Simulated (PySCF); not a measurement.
A made-up structure of CH3InO, closed shell:

```xyz
6
angstrom
O -0.5925 -1.7496 0.9526
C -0.2541 -1.1662 -0.0416
In 0.2325 1.0196 0.0078
H -0.1875 -1.7368 -1.0028
H 0.4083 -1.9818 0.0983
H 0.1433 1.8103 1.5355
```

It is relaxed with PBE-D4/def2-SVP and then PBE0-D4/def2-TZVP (PySCF 2.14 with density fitting (its default auxiliary sets; JK sets also for MP2 and CCSD(T))). Atoms count as bonded within 1.22 times the sum of their covalent radii (H–H: 0.88 Å). The end point is not checked to be a true minimum.

**Question.** Does its bonding change? (Judge from chemistry; the calculation decides.)

**Answer.** Computed: Yes. Formed: none; broken: C2–In3.

Where it ends: The first stage lowers the energy by 5.51 eV in 20 steps. It ends as a complex of CH₂O ([CH2][O]) + InH:
O1  (-0.268, -1.659, 0.918)
C2  (-0.094, -1.597, -0.276)
In3  (0.181, 1.260, 0.411)
H4  (-0.932, -1.467, -0.987)
H5  (0.907, -1.721, -0.731)
H6  (-0.047, 1.371, 2.216)
(Å)

Labels in which every atom is bracketed show which atoms are joined, not bond orders.

For scale, one of the runs: PBE0-D4/def2-TZVP relaxation, 130 basis functions, launched by `OMP_NUM_THREADS=2 python run.py`. Time: 42 s of wall clock on 2 CPU threads of an Intel Xeon; the host was shared. Peak host memory: 1.3 GiB.
